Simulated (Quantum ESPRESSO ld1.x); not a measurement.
Task: Coherent X-ray form factor from a spherical all-electron density. Method: scalar-relativistic Kohn-Sham, exchange-only LDA, spin-polarised, spherical densities, point nucleus; computed with ld1.x of Quantum ESPRESSO 7.5.

| sin(theta)/lambda (1/angstrom) | f0 (electrons) |
|---|---|
| 0.05 | 47.454 |
| 0.1 | 45.924 |
| 0.15 | 43.684 |
| 0.2 | 41.052 |
| 0.25 | 38.298 |
| 0.3 | 35.603 |
| 0.4 | 30.732 |
| 0.5 | 26.742 |
| 0.6 | 23.627 |
| 0.8 | 19.421 |
| 1 | 16.670 |
| 1.25 | 13.845 |
| 1.5 | 11.306 |
| 2 | 7.628 |

The species is in the configuration that NIST lists as its ground one. Which atom or ion scatters so?

Result: The antimony ion Sb3+, [Kr] 4d10 5s2. Extrapolating in s^2 from the first two rows gives f0(0) = 48.0, near the electron count 48; among species with that count, the fall with angle is slower the higher Z, and the table is that of Z = 51; from so few rows the species is fixed only to a neighbour or two.
